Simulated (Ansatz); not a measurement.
Cost and result up the ladder for Ge(vinyl)(NMe2)3 (C8H21GeN3) (33 atoms). Total charge 0; singlet. Geometry: PBE-D4/def2-SVP.

Cartesian coordinates in Å:
```
Ge -0.266 -0.193 0.245
C -1.335 -0.579 1.833
C -1.424 0.312 2.839
H -1.866 -1.545 1.918
H -0.904 1.285 2.792
H -2.017 0.117 3.750
N -1.266 -0.464 -1.284
C -2.108 -1.629 -1.428
C -0.987 0.240 -2.516
H -3.096 -1.366 -1.879
H -2.313 -2.096 -0.444
H -1.656 -2.419 -2.081
H -0.307 1.093 -2.318
H -0.503 -0.410 -3.290
H -1.921 0.645 -2.977
N 1.232 -1.277 0.270
C 1.927 -1.600 1.494
C 1.959 -1.556 -0.948
H 2.212 -2.680 1.526
H 1.280 -1.402 2.373
H 2.873 -1.015 1.638
H 1.321 -1.352 -1.832
H 2.895 -0.949 -1.059
H 2.264 -2.629 -0.999
N 0.242 1.586 0.180
C -0.738 2.645 0.094
C 1.599 2.012 0.429
H -0.811 3.251 1.034
H -1.744 2.225 -0.111
H -0.503 3.362 -0.732
H 2.274 1.133 0.464
H 1.975 2.692 -0.377
H 1.714 2.566 1.396
```

Ansatz on 4 threads of Arm Neoverse V1 on a shared host. Times are rough, and most runs start from the orbitals of an earlier one. PBE0-D4/def2-TZVP serves as the yardstick here, not as an exact answer. Differences are given only for rows in sets of like size (and for xTB, whose basis is part of the method), since another set adds its own error. Binding counts from free atoms at the same level (Ge triplet, C triplet, H doublet, N quartet; other spins of the atoms weren't run), without zero-point energy or a counterpoise term.

The 6-31G sets use Cartesian d functions. B3LYP takes the VWN-RPA correlation. Correlated methods freeze 20 core orbitals; core or outer-core shells of Ge are correlated, in sets that lack core-valence functions. The rows differ in basis, and correlated rows in double-zeta sets carry the largest basis error.

Run but left out: HF/STO-3G, HF/6-31G (restricted singlet, unstable in another Hartree–Fock run and untested here).

Correlated methods converge slowly with the basis, most of all in double-zeta sets.

```tsv
level	functions	wall time	binding energy per atom (eV)	difference from PBE0-D4/def2-TZVP (eV)	remarks
B3LYP-D4/6-31G	170	7 s	3.91	–	–
PBE-D4/def2-SVP	291	7.5 s	4.09	–	–
PBE0-D4/def2-SVP	291	15 s	4.03	–	–
PBE-D4/def2-TZVP (with forces)	515	19 s	4.05	0.07	–
MP2/def2-SVP	291	19 s	3.81	–	restricted SCF unstable
r2SCAN-D4/def2-TZVP	515	26 s	3.96	-0.03	–
PBE0-D4/def2-TZVP	515	37 s	3.98	0.00	–
```
